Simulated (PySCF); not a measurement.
A GIAO shielding run with PySCF (density fitting, non-relativistic, gas phase) on SMILES CC[Si@@H](CF)S[SiH3], C3H11FSSi2:

```
$ OMP_NUM_THREADS=1 python probes_run.py task.json out

{"job": {"kind": "nmr", "xc": "PBE0", "basis": "pcSseg-1"}, "charge": 0, "multiplicity": 1}
C     -1.968980     2.065498    -0.434558
C     -1.867337     0.551367    -0.577765
Si    -0.210689    -0.107940     0.066793
C     -0.124507    -2.012260    -0.168260
F      1.032626    -2.494429     0.416987
S      1.336967     0.845122    -1.071219
Si     3.116265    -0.318202    -0.667881
H     -1.927215     2.354283     0.612561
H     -1.143834     2.547031    -0.952450
H     -2.903029     2.433751    -0.853883
H     -2.690992     0.080006    -0.039798
H     -1.988592     0.288215    -1.630082
H      0.000639     0.155779     1.491821
H     -0.951260    -2.534486     0.316244
H     -0.086575    -2.317208    -1.216549
H      4.153600     0.551241    -1.199410
H      3.202759    -0.512460     0.769922
H      3.011395    -1.568991    -1.403649
```

Hardware: 1 thread of an Intel Xeon, shared host. The job also computes population analyses, field gradients.

Question: How large is the calculation?

Answer: 82 electrons, 195 basis functions and 1083 auxiliary functions.

Question: How long does it take, and how much memory does it need?

Answer: 62 s of wall time, with 12 SCF cycles and 4 response iterations; peak memory 0.88 GiB. Times on a shared host scatter by some tens of per cent.
